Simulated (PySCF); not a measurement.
CH₅BClN. Atoms are numbered in the order given.

```xyz
9

B      0.5556     0.0964     0.0000
Cl    -0.0828     1.7599     0.0000
H      1.7559    -0.0799     0.0000
N     -0.3305    -0.9821     0.0000
C      0.0229    -2.3891     0.0000
H     -1.3364    -0.7891     0.0000
H     -0.3693    -2.9150     0.8976
H     -0.3693    -2.9150    -0.8976
H      1.1245    -2.4914     0.0000
```
Charge 0, spin multiplicity 1.

The structure is a stationary point at PBE-D3(BJ)/def2-SVP. The values are those of a single conformer.

These are CAM-B3LYP/def2-TZVP run with PySCF values and carry that method's errors.

Gas-phase values at a fixed geometry.

Computed frontier levels, gap, dipole moment and polarisability:
```json
{
 "highest_occupied_level": "-9.16 eV",
 "lowest_empty_level": "1.25 eV",
 "orbital_gap": "10.41 eV",
 "dipole_moment": "2.84 D",
 "quadrupole, principal values (traceless, Buckingham form, about the centre of nuclear charge)": "-1.69, 0.08, 1.61 D·Å",
 "mean_static_polarisability": "47.8 bohr³ (7.09 Å³)",
 "polarisability_principal_values": "36.1, 43.5, 63.8 bohr³"
}
```
